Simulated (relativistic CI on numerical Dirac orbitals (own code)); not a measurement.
Spin-allowed bands of a d2 ion in an octahedral site, by hand

Problem. Take Δ = 19400 cm⁻¹ and B = 940 cm⁻¹ for a d2 ion in an octahedral site. Calculate the three spin-allowed bands.

Working.
1. The terms of highest spin are 3F (energy 0) and 3P (15B = 14100 cm⁻¹). Here the F term splits into A2 at +1.2Δ = 23280, T2 at +0.2Δ = 3880 and T1 at −0.6Δ = -11640 cm⁻¹.
2. The two T1 states mix through the element 0.4Δ: H = [[-11640, 7760], [7760, 14100]], with roots ½(H₁₁ + H₂₂) ∓ ½√[(H₂₂ − H₁₁)² + 4H₁₂²] = ½(2460) ∓ ½(30057) = -13798 and 16258 cm⁻¹.
3. The ground term is 3T1 at -13798 cm⁻¹.
4. Bands: 3T2 17678 cm⁻¹ (566 nm), 3T1(P) 30057 cm⁻¹ (333 nm), 3A2 37078 cm⁻¹ (270 nm).

Check. Exact diagonalisation of the whole d2 shell with these parameters gives 3T2 17678, 3T1 30057, 3A2 37078 cm⁻¹. The match is exact, since without spin-orbit coupling no other term has this spin. The ratio of the second band to the first, 1.700, depends on Δ/B = 20.6 alone, which is how a Tanabe-Sugano diagram is read.
